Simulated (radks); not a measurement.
Isoelectronic series with 18 electrons, each ion in its NIST ground configuration. Calculated with a radial shooting solver on a logarithmic mesh with Libxc functionals: Dirac Kohn-Sham, PBEsol, spin-unpolarised, spherical densities, point nucleus. Total energies (hartree) and mean radii <r> (bohr):

ion,configuration,E (hartree),3p3/2,3p1/2
Ar,[Ar],-528.48621,1.667,1.657
Ca2+,[Ar],-678.81182,1.260,1.253
Ti4+,[Ar],-849.26467,1.029,1.022
Cr6+,[Ar],-1039.88684,0.8739,0.8677
Fe8+,[Ar],-1250.76420,0.7614,0.7553
Ni10+,[Ar],-1482.00820,0.6754,0.6692
Zn12+,[Ar],-1733.74973,0.6072,0.6011
Ge14+,[Ar],-2006.13680,0.5518,0.5455
Se16+,[Ar],-2299.33366,0.5058,0.4994
Kr18+,[Ar],-2613.52062,0.4669,0.4603
Sr20+,[Ar],-2948.89429,0.4336,0.4268
Zr22+,[Ar],-3305.66809,0.4048,0.3977
Mo24+,[Ar],-3684.07286,0.3795,0.3722
Ru26+,[Ar],-4084.35770,0.3572,0.3497
